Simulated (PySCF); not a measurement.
GeF₃Br, SMILES [F][Ge]([F])([F])[Br].

The structure is a stationary point at B3LYP-D3(BJ)/def2-SVP.

These are PySCF with r2SCAN/def2-TZVP values and carry that method's errors.

The molecule is in vacuum.

### Question
Estimate the frontier levels, gap, dipole moment and polarisability. (The exact figures need the calculation; the answer reports its results.)

### Answer

```
Quantity                                                                                                       Result
---------------------------------------------------------------------------------------------  ----------------------
highest occupied level                                                                                       -8.86 eV
lowest empty level                                                                                           -3.03 eV
orbital gap                                                                                                   5.83 eV
dipole moment                                                                                                  1.65 D
quadrupole, principal values (traceless, Buckingham form, about the centre of nuclear charge)  -1.40, -1.40, 2.79 D·Å
mean static polarisability                                                                       43.9 bohr³ (6.50 Å³)
polarisability, principal values                                                               37.9, 37.9, 55.9 bohr³
```
